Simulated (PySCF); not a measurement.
C3H7AlO2. Atoms are numbered in the order given.

```xyz
13

C      2.6677     0.2055     0.2844
Al     0.7440     0.0591     0.0712
O     -0.2403    -1.2435    -0.5473
C     -1.5684    -0.7314    -0.6550
C     -1.7592     0.4713     0.3149
O     -0.5321     1.1864     0.4577
H      2.9967     1.2629     0.2312
H      3.2074    -0.3696    -0.4946
H      2.9829    -0.1922     1.2716
H     -2.3094    -1.5304    -0.4262
H     -1.7575    -0.4036    -1.7068
H     -2.5577     1.1480    -0.0650
H     -2.0946     0.1017     1.3151
```

Geometry: PBE-D3(BJ)/def2-SVP. Other conformers were not sampled.

The numbers are results of PBE-D3(BJ)/def2-SVP run with PySCF, not measurements.

Frequencies are harmonic and unscaled.

A small imaginary wavenumber (i) marks a very flat motion, where grid noise or a shallow saddle decides the sign.

Computed normal modes with their intensities:
```json
[
 {"mode": "1", "ν (cm⁻¹)": "15i", "IR (km/mol)": "0.0", "moving atoms (share of kinetic energy)": "H 96 %"},
 {"mode": "2", "ν (cm⁻¹)": "110", "IR (km/mol)": "0.1", "moving atoms (share of kinetic energy)": "C 35 %, H 28 %, Al 22 %, O 14 %"},
 {"mode": "3", "ν (cm⁻¹)": "141", "IR (km/mol)": "0.9", "moving atoms (share of kinetic energy)": "C 33 %, H 27 %, Al 22 %, O 18 %"},
 {"mode": "4", "ν (cm⁻¹)": "198", "IR (km/mol)": "0.0", "moving atoms (share of kinetic energy)": "H 48 %, C 28 %, O 24 %"},
 {"mode": "5", "ν (cm⁻¹)": "256", "IR (km/mol)": "35.9", "moving atoms (share of kinetic energy)": "O 44 %, Al 39 %, H 14 %"},
 {"mode": "6", "ν (cm⁻¹)": "373", "IR (km/mol)": "24.6", "moving atoms (share of kinetic energy)": "C 41 %, O 36 %, Al 15 %, H 8 %"},
 {"mode": "7", "ν (cm⁻¹)": "586", "IR (km/mol)": "2.2", "moving atoms (share of kinetic energy)": "C 41 %, H 29 %, O 26 %"},
 {"mode": "8", "ν (cm⁻¹)": "589", "IR (km/mol)": "13.5", "moving atoms (share of kinetic energy)": "O 49 %, C 34 %, H 11 %"},
 {"mode": "9", "ν (cm⁻¹)": "650", "IR (km/mol)": "15.9", "moving atoms (share of kinetic energy)": "H 69 %, C 19 %, O 9 %"},
 {"mode": "10", "ν (cm⁻¹)": "654", "IR (km/mol)": "39.7", "moving atoms (share of kinetic energy)": "H 73 %, C 18 %"},
 {"mode": "11", "ν (cm⁻¹)": "776", "IR (km/mol)": "107.4", "moving atoms (share of kinetic energy)": "Al 37 %, O 33 %, H 24 %"},
 {"mode": "12", "ν (cm⁻¹)": "823", "IR (km/mol)": "87.9", "moving atoms (share of kinetic energy)": "Al 50 %, O 30 %, C 13 %"},
 {"mode": "13", "ν (cm⁻¹)": "843", "IR (km/mol)": "43.4", "moving atoms (share of kinetic energy)": "H 52 %, O 26 %, C 20 %"},
 {"mode": "14", "ν (cm⁻¹)": "872", "IR (km/mol)": "31.4", "moving atoms (share of kinetic energy)": "C 58 %, H 32 %, O 9 %"},
 {"mode": "15", "ν (cm⁻¹)": "1057", "IR (km/mol)": "5.0", "moving atoms (share of kinetic energy)": "C 57 %, O 33 %, H 10 %"},
 {"mode": "16", "ν (cm⁻¹)": "1061", "IR (km/mol)": "263.5", "moving atoms (share of kinetic energy)": "C 56 %, O 36 %"},
 {"mode": "17", "ν (cm⁻¹)": "1099", "IR (km/mol)": "21.7", "moving atoms (share of kinetic energy)": "H 49 %, C 45 %"},
 {"mode": "18", "ν (cm⁻¹)": "1170", "IR (km/mol)": "24.5", "moving atoms (share of kinetic energy)": "H 79 %, C 21 %"},
 {"mode": "19", "ν (cm⁻¹)": "1203", "IR (km/mol)": "6.8", "moving atoms (share of kinetic energy)": "H 89 %"},
 {"mode": "20", "ν (cm⁻¹)": "1210", "IR (km/mol)": "0.0", "moving atoms (share of kinetic energy)": "H 89 %"},
 {"mode": "21", "ν (cm⁻¹)": "1312", "IR (km/mol)": "2.2", "moving atoms (share of kinetic energy)": "H 78 %, C 19 %"},
 {"mode": "22", "ν (cm⁻¹)": "1330", "IR (km/mol)": "18.2", "moving atoms (share of kinetic energy)": "H 78 %, C 19 %"},
 {"mode": "23", "ν (cm⁻¹)": "1375", "IR (km/mol)": "2.0", "moving atoms (share of kinetic energy)": "H 96 %"},
 {"mode": "24", "ν (cm⁻¹)": "1376", "IR (km/mol)": "2.5", "moving atoms (share of kinetic energy)": "H 95 %"},
 {"mode": "25", "ν (cm⁻¹)": "1435", "IR (km/mol)": "0.5", "moving atoms (share of kinetic energy)": "H 92 %"},
 {"mode": "26", "ν (cm⁻¹)": "1440", "IR (km/mol)": "7.4", "moving atoms (share of kinetic energy)": "H 93 %"},
 {"mode": "27", "ν (cm⁻¹)": "2903", "IR (km/mol)": "67.1", "moving atoms (share of kinetic energy)": "H 94 %"},
 {"mode": "28", "ν (cm⁻¹)": "2906", "IR (km/mol)": "78.2", "moving atoms (share of kinetic energy)": "H 94 %"},
 {"mode": "29", "ν (cm⁻¹)": "2973", "IR (km/mol)": "65.8", "moving atoms (share of kinetic energy)": "H 91 %, C 9 %"},
 {"mode": "30", "ν (cm⁻¹)": "2978", "IR (km/mol)": "0.5", "moving atoms (share of kinetic energy)": "H 97 %"},
 {"mode": "31", "ν (cm⁻¹)": "2982", "IR (km/mol)": "53.5", "moving atoms (share of kinetic energy)": "H 90 %, C 10 %"},
 {"mode": "32", "ν (cm⁻¹)": "3074", "IR (km/mol)": "0.7", "moving atoms (share of kinetic energy)": "H 91 %, C 9 %"},
 {"mode": "33", "ν (cm⁻¹)": "3087", "IR (km/mol)": "0.9", "moving atoms (share of kinetic energy)": "H 91 %, C 9 %"}
]
```
